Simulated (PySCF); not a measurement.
C₃H₇NO. Atoms are numbered in the order given.

```xyz
12

C     -0.7469     1.5847     0.0000
N     -0.0169     0.3488     0.0000
C      1.4213     0.4051     0.0000
C     -0.6472    -0.8569     0.0000
O     -0.1035    -1.9371     0.0000
H     -1.8266     1.3767     0.0000
H     -0.5138     2.1918     0.8924
H     -0.5138     2.1918    -0.8924
H      1.7994    -0.6252     0.0000
H      1.7981     0.9309    -0.8940
H      1.7981     0.9309     0.8940
H     -1.7586    -0.7393     0.0000
```
Charge 0, spin multiplicity 1.

The structure is a stationary point at PBE0-D3(BJ)/def2-SVP. The values are those of a single conformer.

Level of theory: ωB97X/def2-TZVP (PySCF).

total energy: -248.54332 hartree
point group: Cs
highest occupied level: -9.46 eV
lowest empty level: 2.90 eV
orbital gap: 12.36 eV
dipole moment: 3.98 D
quadrupole, principal values (traceless, Buckingham form, about the centre of nuclear charge): -7.86, 1.38, 6.47 D·Å
mean static polarisability: 48.6 bohr³ (7.21 Å³)
polarisability, principal values: 37.2, 49.7, 59.1 bohr³
